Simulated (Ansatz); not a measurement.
CF2 (SMILES F[C]F, charge +1) moved off its minimum; all values from Ansatz (a quantum-chemistry and plane-wave program), cores frozen in correlated methods. Open shells are unrestricted.
(charge 1, multiplicity 2)
```xyz
3

F     -1.09868    -0.19905     0.12401
C      0.01595     0.48499    -0.09815
F      1.09615    -0.02929     0.08752
```

Forces at wB97M-V/def2-TZVPP (eV/Å):

| atom | Fx | Fy | Fz |
|---|---|---|---|
| F1 | 3.846 | 2.681 | -0.876 |
| C2 | -3.697 | -3.084 | 1.014 |
| F3 | -0.150 | 0.402 | -0.138 |

Give the forces (eV/Å), the total energy and the dipole at CCSD(T)/cc-pVTZ.


```json
[
 {"atom": "F1", "Fx": "3.714", "Fy": "2.690", "Fz": "-0.880"},
 {"atom": "C2", "Fx": "-3.845", "Fy": "-3.051", "Fz": "1.002"},
 {"atom": "F3", "Fx": "0.131", "Fy": "0.361", "Fz": "-0.122"}
]
```
Energy -236.9965 hartree.
